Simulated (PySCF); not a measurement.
CH₄Cl₂OSi, SMILES CO[SiH](Cl)Cl. Geometry: PBE0-D3(BJ)/def2-SVP. Other conformers were not sampled.

Question: Give the equilibrium geometry at PBE0-D3(BJ)/def2-SVP (PySCF confirms it by a frequency run) as a Z-matrix. (The exact figures need the calculation; the answer reports its results.)

Answer: One answer among several that fit: 
```
O
C 1 1.4057
H 2 1.0992 1 108.33
H 2 1.1029 3 108.60 1 121.30
H 2 1.1035 3 108.35 4 117.81
Si 1 1.6356 2 128.21 3 165.07
H 6 1.4790 1 113.46 2 77.28
Cl 6 2.0422 7 109.11 1 -119.08
Cl 6 2.0593 7 108.12 1 121.51
```
Charge 0, spin multiplicity 1.
